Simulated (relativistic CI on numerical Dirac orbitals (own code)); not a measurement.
d3 in a ligand field

Computed with a parametric ligand-field model of a d^n configuration (Racah B and C, spin-orbit zeta, crystal field), exact diagonalisation.

Field parameters in Wybourne normalisation: Td as Oh with Dq negative (B⁴₀ = 21Dq, B⁴₄ = √(5/14) B⁴₀). The field is a parameter set, without covalency.

Q: Ground term and bands for B = 720, C = 3440, ζ = 0 cm⁻¹, Td, 10Dq = -10440 cm⁻¹?

A: Ground term 4T1 with 1.95 electrons in the two orbitals of the cubic e set. Spin-allowed: 4T2 9319 cm⁻¹ (1073 nm), 4T1 18998 cm⁻¹ (526 nm), 4A2 19759 cm⁻¹ (506 nm). Lowest spin-forbidden: 2E 5397 cm⁻¹ (1853 nm), 2T1 14011 cm⁻¹ (714 nm), 2T2 14538 cm⁻¹ (688 nm).

Q: Ground term and bands for B = 720, C = 3440, ζ = 0 cm⁻¹, Td, 10Dq = -9790 cm⁻¹?

A: Ground term 4T1 with 1.94 electrons in the two orbitals of the cubic e set. Spin-allowed: 4T2 8706 cm⁻¹ (1149 nm), 4T1 18422 cm⁻¹ (543 nm), 4A2 18496 cm⁻¹ (541 nm). Lowest spin-forbidden: 2E 6024 cm⁻¹ (1660 nm), 2T1 14033 cm⁻¹ (713 nm), 2T2 14532 cm⁻¹ (688 nm).

Q: Ground term and bands for B = 720, C = 3440, ζ = 0 cm⁻¹, Td, 10Dq = -6550 cm⁻¹?

A: Ground term 4T1 with 1.92 electrons in the two orbitals of the cubic e set. Spin-allowed: 4T2 5692 cm⁻¹ (1757 nm), 4A2 12242 cm⁻¹ (817 nm), 4T1 15634 cm⁻¹ (640 nm). Lowest spin-forbidden: 2E 9108 cm⁻¹ (1098 nm), 2T1 14140 cm⁻¹ (707 nm), 2T2 14450 cm⁻¹ (692 nm).

Q: Ground term and bands for B = 720, C = 3440, ζ = 0 cm⁻¹, Td, 10Dq = -4610 cm⁻¹?

A: Ground term 4T1 with 1.89 electrons in the two orbitals of the cubic e set. Spin-allowed: 4T2 3934 cm⁻¹ (2542 nm), 4A2 8544 cm⁻¹ (1170 nm), 4T1 14058 cm⁻¹ (711 nm). Lowest spin-forbidden: 2E 10890 cm⁻¹ (918 nm), 2T1 14177 cm⁻¹ (705 nm), 2T2 14312 cm⁻¹ (699 nm).

Q: Ground term and bands for B = 720, C = 3440, ζ = 0 cm⁻¹, Td, 10Dq = -5260 cm⁻¹?

A: Ground term 4T1 with 1.90 electrons in the two orbitals of the cubic e set. Spin-allowed: 4T2 4518 cm⁻¹ (2213 nm), 4A2 9778 cm⁻¹ (1023 nm), 4T1 14577 cm⁻¹ (686 nm). Lowest spin-forbidden: 2E 10303 cm⁻¹ (971 nm), 2T1 14171 cm⁻¹ (706 nm), 2T2 14370 cm⁻¹ (696 nm).
